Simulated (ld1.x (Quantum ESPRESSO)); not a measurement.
**Reading a pseudo-wave (Mg (Z = 12))**

Columns: radius, all-electron u(r) and pseudo u(r) of the 2s shell (level -79.55 eV) of magnesium in the configuration [He] 2s2 2p6 3s2 3p0; PBE, non-relativistic, TM scheme, ld1.x (Quantum ESPRESSO) 7.5.

```csv
r (bohr),all-electron,pseudo
0.053,0.5425,-0.1476
0.105,0.4636,-0.2920
0.158,0.1504,-0.4382
0.210,-0.2054,-0.5798
0.262,-0.5298,-0.7180
0.315,-0.7974,-0.8523
0.368,-0.9946,-0.9750
0.420,-1.1244,-1.0775
0.473,-1.2016,-1.1565
0.525,-1.2337,-1.2031
0.578,-1.2322,-1.2172
0.630,-1.2057,-1.2006
0.683,-1.1607,-1.1598
0.735,-1.1045,-1.1045
0.788,-1.0396,-1.0396
0.840,-0.9717,-0.9717
0.893,-0.9011,-0.9011
0.945,-0.8321,-0.8321
0.998,-0.7636,-0.7636
1.050,-0.6991,-0.6991
1.102,-0.6379,-0.6379
1.155,-0.5793,-0.5793
1.208,-0.5246,-0.5246
1.260,-0.4750,-0.4750
1.313,-0.4283,-0.4283
1.365,-0.3863,-0.3863
```

Question: How many radial nodes do the two functions have?

Answer: The all-electron 2s function has n − l − 1 = 1; the pseudo-wave has 0, since the states of the same l below it are removed with the core.

Question: At about which radius was the pseudo-wave matched?

Answer: 0.80 bohr. The columns agree to 0.0005 from 0.73 bohr on; several derivatives are matched, so the curves merge somewhat inside the radius.

Question: Is the pseudo-wave norm-conserving?

Answer: Yes: the TM scheme keeps the norm inside the radius equal to the all-electron one, which fixes the energy derivative of the logarithmic derivative at the level.
